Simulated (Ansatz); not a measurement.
Energy needed to pull apart CH2OSSi, singlet, into free ground-state atoms, from the structure below (at a frame of a short PBE0-D4/def2-SVP trajectory); no zero-point or spin–orbit terms; open-shell atoms are treated unrestricted, in their ground-state multiplicity.

O1  (0.846, -0.347, -1.635)
S2  (1.316, 0.324, -0.208)
C3  (0.013, 0.424, 0.689)
Si4  (-1.573, 0.601, 1.278)
H5  (1.640, -0.520, -2.165)
H6  (-1.344, -0.800, 1.929)
(Å)

Ansatz 0.2.0; basis: def2-TZVPP; cores frozen in the correlated methods.

| method | atomization energy (kJ/mol) |
| --- | --- |
| PBE-D4 | 2038 |
| r2SCAN-D4 | 1956 |
| PBE0-D4 | 1932 |
| wB97M-V | ? |
| HF | 1134 |
| MP2 | 1886 |
| CCSD | ? |
| CCSD(T) | 1834 |

Problem. What does CCSD give? (An estimate is asked for; the value comes from the calculation.)

Solution. Computed: 1767 kJ/mol, which is about 67 kJ/mol less than CCSD(T)/def2-TZVPP.

Problem. What does wB97M-V give? (To be estimated.)

Solution. Computed: 1939 kJ/mol, which is about 105 kJ/mol more than CCSD(T)/def2-TZVPP.

In triple zeta the MP2 and coupled-cluster atomization energies are still short of their basis limit by a few kcal/mol a bond, whereas those of the functionals are nearly converged, so these differences are not deviations from converged CCSD(T).

T1 diagnostic: at most 0.028. The T1 diagnostic is large here, which may signal multireference character or strong orbital relaxation, so CCSD(T) is less sure.

For scale, one of the runs: CCSD(T)/def2-TZVPP forces, 174 basis functions, launched by `ansatz run in.yaml --threads 2 --pin off --events-out ev --progress --plain --max-ram 3481MiB`. The run took 2.6 min on 2 CPU threads of an Arm Neoverse V2 (shared host), with 2.6 GiB of host memory at its peak.
